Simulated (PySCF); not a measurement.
Where the electron goes

Species: C7H13Al.
SMILES with atom numbers: `[CH2:1]=[C:2]([CH3:3])[C@H:4]1[CH2:5][CH2:6][AlH:7][CH2:8]1` (hydrogens: H9, H10 on C1; H11, H12, H13 on C3; H14 on C4; H15, H16 on C5; H17, H18 on C6; H19 on Al7; H20, H21 on C8)

Geometry (PBE0-D3(BJ)/def2-SVP, Å), atoms numbered from 1 in this order:
```xyz
21
C7H13Al angstrom
C     -1.6181   -1.3318   -1.1044
C     -1.3980   -0.3379   -0.2343
C     -2.5252    0.5171    0.2680
C     -0.0268    0.0145    0.2990
C      1.0726   -1.0166   -0.0110
C      2.4278   -0.5905    0.5822
Al     2.3583    1.3454    0.2519
C      0.4351    1.4275   -0.1506
H     -2.6261   -1.5401   -1.4742
H     -0.8162   -1.9702   -1.4802
H     -2.5750    0.4924    1.3701
H     -3.4950    0.1850   -0.1276
H     -2.3826    1.5723   -0.0159
H     -0.1250    0.0464    1.4042
H      1.1688   -1.0990   -1.1095
H      0.7562   -2.0130    0.3419
H      2.4459   -0.7832    1.6726
H      3.2709   -1.1610    0.1624
H      3.4695    2.4857    0.2918
H      0.2708    1.5343   -1.2409
H     -0.1417    2.2371    0.3235
```

Level of theory: PySCF, TDDFT PBE0/def2-SVPD, vertical, gas phase, core orbitals frozen in the response.

Kohn–Sham orbitals with the atoms that hold most of them (Löwdin shares over 4%, at most four atoms; ? is withheld):

| orbital | ε (eV) | atoms |
| --- | --- | --- |
| LUMO+2 | 0.52 | Al7 22%, C2 20%, C1 19%, H10 4% |
| LUMO+1 | 0.14 | Al7 45%, C1 7%, C2 5%, C8 5% |
| LUMO | -1.04 | ? |
| HOMO | ? | ? |
| HOMO-1 | -7.18 | C6 31%, Al7 16%, C8 14%, C5 6% |
| HOMO-2 | -7.81 | Al7 19%, H19 18%, C8 15%, C4 9% |
| HOMO-3 | -8.87 | C5 20%, C4 19%, H14 10%, H15 9% |

(1) Give the leading atoms of the HOMO.

(2) Which atoms hold the LUMO, and with what shares?

(3) What is the HOMO energy, and the HOMO–LUMO gap?

Answers

(1) C1 (bonded to C and 2 H) 32%; C2 (bonded to 3 C) 27%; C8 (bonded to Al, C and 2 H) 12%; Al7 (bonded to 2 C and H) 5%. By element: carbon 71% or more, aluminium 5%.

(2) Al7 (bonded to 2 C and H) 58%; H19 (bonded to Al) 12%; C8 (bonded to Al, C and 2 H) 10%; C6 (bonded to Al, C and 2 H) 10%. By element: aluminium 58%, carbon 19% or more, hydrogen 12% or more.

(3) ε(HOMO) = -6.85 eV; the gap is 5.81 eV (0.2135 hartree).

Question: How does S1 compare with the orbital gap of 5.81 eV?

Answer: S1 is at 4.59 eV (f = 0.0001), 1.22 eV below the gap, made of HOMO-1→LUMO (58%), HOMO→LUMO (41%). Its leading pair isn't HOMO and LUMO; the energies of that pair differ by 6.13 eV. 

Next come S2 at 4.97 eV (f 0.0012), HOMO→LUMO (47%), HOMO-1→LUMO (36%), HOMO-2→LUMO (16%); S3 at 5.48 eV (f 0.0031), HOMO-2→LUMO (82%), HOMO→LUMO (12%); S4 at 6.08 eV (f 0.056), HOMO→LUMO+1 (68%), HOMO-1→LUMO+1 (29%); S5 at 6.31 eV (f 0.011), HOMO-1→LUMO+1 (63%), HOMO→LUMO+1 (23%).

Löwdin shares depend on the basis, the more so with diffuse functions.

One conformer stands for the species.
